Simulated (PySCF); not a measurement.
Computed IR spectrum (relative IR intensity) of a molecule CH7AlO2Si. Geometry optimised at PBE-D3(BJ)/def2-SVP. Other conformers were not sampled. Calculation: PBE-D3(BJ)/def2-SVP run with PySCF. Frequencies are harmonic and unscaled.

Lines under 2 % of the strongest are left out, and lines within 2 cm⁻¹ are merged.

| ν (cm⁻¹) | relative intensity |
|---|---|
| 219 | 8.9 |
| 343 | 82 |
| 377 | 5.1 |
| 395 | 11 |
| 478 | 100 |
| 645 | 5.8 |
| 679 | 15 |
| 780 | 72 |
| 851 | 25 |
| 859 | 9.7 |
| 887 | 11 |
| 900 | 35 |
| 1385 | 3.1 |
| 2125 | 29 |
| 2128 | 34 |
| 3813 | 13 |
| 3819 | 22 |

Question: Pick the molecule that these values belong to.
A) C[O][Al]([OH])[SiH3]
B) [OH][Al]([OH])[CH2][SiH3]
C) C[O][AlH][O][SiH3]
D) C[SiH2][Al]([OH])[OH]

Answer: D, C[SiH2][Al]([OH])[OH]
